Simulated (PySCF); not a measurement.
The numbers are results of PBE-D3(BJ)/def2-TZVP // PBE0-D4/def2-TZVP (PySCF), not measurements. Isolated molecules, 0 K electronic values unless said otherwise. One relaxed conformer stands for a flexible species; it need not be the lowest. Excitations are Tamm–Dancoff values on a coarser integration grid. The basis has no diffuse functions, so Rydberg states are missing or too high.

Reference species (SMILES): `[SiH3]Cl` (neutral, multiplicity 1).

| Quantity | Result |
|---|---|
| S1 excitation (TDA) | 6.81 eV |
| HOMO–LUMO gap | 6.69 eV |
| T1 excitation (TDA) | 6.46 eV |

Changed species: `CC[SiH2]Cl` (C–C–Si–Cl torsion 61°) (X = ethyl; the reference has X = H).

What does the change do to the S1 excitation (TDA), HOMO–LUMO gap and T1 excitation (TDA)?

the S1 excitation (TDA) stays essentially unchanged; the HOMO–LUMO gap hardly moves; the T1 excitation (TDA) increases by 0.06 eV, to 6.52 eV.
